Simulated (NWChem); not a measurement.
Species: C3H3, doublet; SMILES [CH]=C=C

Results from NWChem. Spin-unrestricted. In the optimisation the excess spin sits in b1 (C2v, its own frame). Coordinates come from a PBE0/def2-SVP, spin-unrestricted optimisation. No stability test was run on the SCF state. Level TPSS/def2-SVP: single points from the atomic guess with DIIS by default; each run changes one setting, and all converged runs end within 0.3 mHa of each other.

Problem. Which setting needs the most SCF iterations, or fails (no level shifting; DIIS on 3 Fock matrices; no DIIS, 40 % damping; defaults; occupation smearing of 0.005 Ha)?

Solution. no DIIS, 40 % damping, which doesn't converge.
```tsv
setting	SCF iterations
defaults	11
occupation smearing of 0.005 Ha	11
no level shifting	11
DIIS on 3 Fock matrices	12
no DIIS, 40 % damping	not converged in 200
```
